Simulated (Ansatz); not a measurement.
Reaction (formal exchange of groups at the Sn–O bond): `[CH3][SnH2][O][AlH2]` + BH₃ → `[BH2][SnH2][CH3]` + `[OH][AlH2]`

Gas-phase electronic energies from Ansatz, PBE0-D4/def2-TZVP geometries. CBS: MP2 limit from def2 TZ/QZ plus the TZ coupled-cluster correction, frozen cores. This one scheme is used for every species. DFT in def2-TZVPP. B3LYP here is the variant with VWN-RPA as its local correlation; programs differ in this. def2 core potentials past Kr. For Sn outer-core shells are correlated without core-valence functions, which leaves a few kJ/mol of doubt a bond. Each species was taken in one conformer, which may not be the lowest.

`[CH3][SnH2][O][AlH2]`:

Cartesian coordinates in Å:
```
C 1.552 0.972 -0.090
Sn -0.524 1.082 -0.562
O -1.316 -0.645 -0.097
Al -1.140 -2.137 0.649
H 2.042 1.923 -0.304
H 1.674 0.739 0.968
H 2.022 0.188 -0.683
H -0.823 1.280 -2.233
H -1.364 2.239 0.375
H 0.237 -2.496 1.357
H -2.359 -3.146 0.621
```

BH₃:

Cartesian coordinates in Å:
```
B 0.000 0.000 0.000
H -0.399 -0.083 -1.122
H 0.301 -0.986 0.601
H 0.098 1.069 0.521
```

`[BH2][SnH2][CH3]`:

Cartesian coordinates in Å:
```
B 1.285 0.053 -1.642
Sn -0.584 -0.260 -0.434
C -0.363 0.214 1.647
H 2.277 0.512 -1.157
H 1.311 -0.234 -2.802
H -1.113 -1.887 -0.567
H -1.847 0.711 -1.075
H 0.402 -0.422 2.095
H -0.064 1.256 1.762
H -1.305 0.056 2.173
```

`[OH][AlH2]`:

Cartesian coordinates in Å:
```
O -0.099 -0.145 -1.204
Al 0.070 -0.152 0.483
H -0.264 0.646 -1.713
H -0.046 1.208 1.289
H 0.339 -1.558 1.145
```

| level | ΔE (kJ/mol) | difference from CCSD(T)/CBS |
| --- | --- | --- |
| r2SCAN-D4 | 44.3 | -3.9 |
| PBE0-D4 | 35.1 | -13.1 |
| B3LYP-D4 | 49.1 | 0.9 |
| ωB97X-V | 48.7 | 0.5 |
| B2PLYP | 49.8 | 1.6 |
| r2SCAN | 43.5 | -4.7 |
| SCS-MP2/def2-TZVPP | 54.6 | 6.4 |
| HF/def2-QZVPP | 64.4 | 16.2 |
| MP2/def2-QZVPP | 51.7 | 3.5 |
| CCSD/CBS(def2) | 47.9 | -0.3 |
| CCSD(T)/CBS | 48.2 | 0 |

Largest T1 diagnostic among the species: 0.013.

The D4 term adds +4.2 kJ/mol with B3LYP and +2.5 kJ/mol with PBE0; it sums over pairs of atoms, weighted by their polarisabilities, and B3LYP, whose exchange is more repulsive, gets the larger term. In def2-TZVPP, CCSD(T) changes the Hartree–Fock value by −16.3 kJ/mol (the triples alone add +0.3 kJ/mol) and MP2 by −12.5 kJ/mol.
